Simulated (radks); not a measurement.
Spin polarisation of the 4d5 shell in Tc+. Start: [Kr] 4d(up 2.5, down 2.5) 5s(up 0.5, down 0.5); electrons of 4d are moved from spin down to spin up, other shells keep equal spins. All-electron calculation, non-relativistic Kohn-Sham, PBEsol, spin-polarised, spherical densities, point nucleus. Program: a radial shooting solver on a logarithmic mesh with Libxc functionals.

moment (Bohr magnetons)  E - E(0) (eV)  e(4d up) (eV)  e(4d down) (eV)  5s down minus up (eV)  4p down minus up (eV)
0                                0.000        -14.534          -14.534                  0.000                  0.000
1                               -0.168        -14.850          -14.179                  0.307                  0.678
2                               -0.672        -15.129          -13.782                  0.618                  1.359
3                               -1.516        -15.371          -13.339                  0.936                  2.046
4                               -2.706        -15.577          -12.847                  1.264                  2.741
5                               -4.248        -15.743          -12.302                  1.598                  3.446

At moment 5 the spin-polarisation energy is -4.248 eV and the 4d exchange splitting 3.442 eV, that is 0.688 eV per Bohr magneton; E = -I m^2/4 would give I = 0.680 eV.
